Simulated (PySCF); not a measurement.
Cl3ORe, neutral, multiplicity 3. Atoms are numbered in the order given.

```xyz
5

Re     0.0000     0.0000    -0.2591
O      0.0000     0.0000    -1.9446
Cl     1.7867     1.0316     0.6860
Cl    -1.7867     1.0316     0.6860
Cl     0.0000    -2.0631     0.6860
```
Charge 0, spin multiplicity 3.

Geometry: r2SCAN-D4/def2-SVP. The multiplicity is an assumed one; other spin states were not compared. The def2 effective core potentials stand for the cores of Re; spin–orbit coupling is left out.

Level of theory: TDA-ωB97X/def2-SVPD (PySCF 2.14.0).

Vertical excitations; the highest root listed may be one member of a degenerate set. 

Computed lowest excited states:
```csv
state,energy (eV),λ (nm),f,main pairs
root 1,2.01,618,0.000,"α HOMO→LUMO+1 48 %, α HOMO−1→LUMO 47 %"
root 2,2.18,569,0.000,"α HOMO−1→LUMO, α HOMO→LUMO+1 (degenerate set)"
root 3,2.18,569,0.000,"α HOMO−1→LUMO+1, α HOMO→LUMO (degenerate set)"
root 4,2.35,528,0.004,"α HOMO→LUMO 47 %, α HOMO−1→LUMO+1 46 %"
root 5,2.56,484,0.003,α HOMO→LUMO+2 (degenerate set)
root 6,2.56,484,0.003,α HOMO−1→LUMO+2 (degenerate set)
root 7,4.43,280,0.000,"β HOMO−2→LUMO, β HOMO−1→LUMO+1 (degenerate set)"
root 8,4.43,280,0.026,β HOMO→LUMO (degenerate set)
root 9,4.43,280,0.026,β HOMO→LUMO+1 (degenerate set)
root 10,4.59,270,0.012,"β HOMO−1→LUMO+1 42 %, β HOMO−2→LUMO 42 %, β HOMO−3→LUMO+1 8 %"
```
Unrestricted roots are not spin-pure.
